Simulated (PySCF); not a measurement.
Deuteron quadrupole couplings in `CCC(C)(C)[SiH2]F`

C5H13FSi.
Cartesian coordinates in Å at the GFN2-xTB level; atoms count from 1:
```xyz
20
C5H13FSi angstrom
C     -1.657   -1.383   -0.079
C     -1.159    0.008   -0.451
C      0.249    0.363    0.057
C      0.584    1.765   -0.473
C      0.265    0.418    1.587
Si     1.575   -0.870   -0.568
F      1.316   -1.124   -2.141
H     -1.689   -1.519    1.000
H     -1.018   -2.151   -0.509
H     -2.664   -1.528   -0.465
H     -1.864    0.750   -0.060
H     -1.166    0.096   -1.540
H      0.600    1.775   -1.561
H      1.556    2.097   -0.113
H     -0.163    2.484   -0.139
H      1.232    0.766    1.944
H     -0.499    1.106    1.949
H      0.081   -0.559    2.024
H      2.910   -0.292   -0.507
H      1.505   -2.191    0.040
```

Level: PBE0/pcSseg-1 (PySCF, non-relativistic); Q(2H) = 0.00286 b; rigid geometry, the same for H and D, with no vibrational averaging.

Problem. Rank these positions by the coupling χzz of a deuteron there, largest first.
A. H11 (methylene hydrogen)
B. H19 (Si–H hydrogen)
C. H16 (methyl hydrogen)

Solution. C (211 kHz), A (201 kHz), B (111 kHz).

Problem. Tabulate Vzz, the asymmetry η and χzz = 234.96 MHz × Q × Vzz for every hydrogen position.

Solution. 
```tsv
atom	bonded to	bond length (Å)	Vzz (au)	η	χzz (kHz)
H8	C1	1.087	0.3164	0.02	213
H9	C1	1.088	0.3134	0.03	211
H10	C1	1.088	0.3147	0.01	212
H11	C2	1.095	0.2989	0.03	201
H12	C2	1.093	0.2997	0.03	201
H13	C4	1.088	0.3125	0.02	210
H14	C4	1.088	0.3141	0.02	211
H15	C4	1.090	0.3112	0.02	209
H16	C5	1.088	0.3142	0.02	211
H17	C5	1.090	0.3119	0.02	210
H18	C5	1.087	0.3162	0.02	213
H19	Si6	1.456	0.1647	0.02	111
H20	Si6	1.456	0.1649	0.02	111
```

Problem. Average by the element that carries the hydrogen.

Solution. on C: 209 kHz over 11 positions, mean bond length 1.089 Å; on Si: 111 kHz over 2 positions, mean bond length 1.456 Å.

Problem. How does χzz go with the bond length over the 11 C–H bonds?

Solution. A straight-line fit has a slope of -15.5 kHz for each 0.01 Å, with a correlation coefficient of -0.97, over lengths from 1.087 to 1.095 Å. The longer bonds have the smaller couplings here.

Problem. A static deuteron (I = 1) shows a doublet split by (3/2)χ, (3/4)χ(1 + η) and (3/4)χ(1 − η) with the field along z, y and x of the gradient. What are these for H11?

Solution. With |χ| = 200.8 kHz and η = 0.030: 301, 155 and 146 kHz, to first order and without motion.

Isolated species at its GFN2-xTB geometry (one conformer only). GFN2-xTB bond lengths can be off by several hundredths of an ångström, more for odd bonds, and the gradients follow them. With so small a basis the couplings can be 20 % off.
